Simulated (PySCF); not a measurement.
# Nb⁻ (niobium, charge -1) across methods

[Kr] 4d4 5s2, high-spin 5D determinant. Computed with PySCF 2.14 in def2-TZVPPD with the def2 core potential (28 electrons) (6s4p3d2f1g, 56 functions), with a scalar-relativistic core potential.

| method | E (hartree) | mean ε 5s α (eV) | mean ε 5s β (eV) | mean ε 4d α (eV) | Σ⟨r²⟩ (bohr²) | ⟨S²⟩ |
| --- | --- | --- | --- | --- | --- | --- |
| r2SCAN | -56.8694 | 0.336 | 1.430 | 1.660 | 82.57 | 6.082 |
| LDA | -56.7073 | 0.497 | 1.428 | 2.009 | 80.90 | 6.023 |
| LC-wPBE | -56.8362 | -1.506 | -0.305 | -1.687 | 82.64 | 6.038 |
| PBE0 | -56.8299 | 0.114 | 1.095 | 0.869 | 81.87 | 6.026 |
| M06-L | -56.8468 | 0.698 | 1.580 | 2.161 | 80.92 | 6.023 |
| UHF | -56.30331 | -0.922 | 0.594 | -2.387 | 85.76 | 6.066 |
| wB97X-V | -56.7825 | -1.193 | -0.421 | -1.120 | 81.71 | 6.014 |
| BHandHLYP | -56.7459 | -0.066 | 0.669 | 0.015 | 81.91 | 6.015 |
| PBE | -56.8539 | 0.642 | 1.571 | 2.058 | 81.36 | 6.022 |

Energies and moments cover only the electrons outside the core potential.

The highest occupied level is positive at r2SCAN, LDA, PBE0, M06-L, UHF, BHandHLYP, PBE: only the finite basis holds that electron, at UHF too, so the state is unbound at these levels.
